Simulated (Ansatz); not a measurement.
Relaxation of ClFH$_{5}$N$_{2}$OTa (11 atoms, charge 0, multiplicity 1), to a largest force component of 0.02 eV/Å in at most 40 steps.

Method: Ansatz, RKS PBE/def2-SVP.

```xyz
11
Properties=species:S:1:pos:R:3:forces:R:3
Ta 0.000 0.000 0.000 -1.25 0.40 -1.85
F 1.930 0.000 0.000 -1.06 0.25 -0.04
Cl 0.000 0.000 2.470 -0.18 0.06 -0.99
N 0.000 0.000 -2.160 0.09 -0.06 2.21
H -0.612 -0.684 -2.690 0.90 1.21 0.24
H 0.612 0.684 -2.690 -0.90 -1.23 0.15
N -1.080 1.871 0.000 1.10 -2.00 0.17
H -1.641 2.158 0.852 0.84 0.08 -1.30
H -1.049 2.501 -0.852 -0.46 -0.70 1.38
O -1.010 -1.749 0.000 0.16 2.16 1.07
H -1.656 -1.766 0.776 0.76 -0.18 -1.04
```

Problem. Where does it end, and by what steps?

Solution. The forces met the threshold. After 11 steps the energy has fallen by 1.151 eV; H6 moved furthest, 0.49 Å.

```tsv
step	energy less start (eV)	largest force component (eV/Å)	accepted
0	0.0000	2.210	yes
1	-0.9002	1.312	yes
2	-1.0646	0.872	yes
3	-1.0958	0.803	yes
4	-1.1353	0.422	yes
5	-1.1462	0.138	yes
6	-1.1492	0.073	yes
7	-1.1500	0.048	yes
8	-1.1508	0.055	yes
9	-1.1510	0.030	yes
10	-1.1513	0.024	yes
11	-1.1514	0.012	yes
```

```xyz
11
Properties=species:S:1:pos:R:3
Ta -0.021 0.069 -0.041
F 1.870 0.330 -0.106
Cl 0.103 -0.016 2.366
N 0.077 -0.037 -2.037
H -0.611 -0.521 -2.627
H 0.867 0.277 -2.615
N -1.085 1.729 0.042
H -1.363 2.153 0.934
H -1.412 2.281 -0.755
O -1.131 -1.502 -0.058
H -1.801 -1.748 0.603
```

Whether the end is a true minimum wasn't checked by a vibrational analysis.

Time of the run: 50 s on 2 threads of Arm Neoverse V1, on a shared host, peak memory 0.17 GiB.
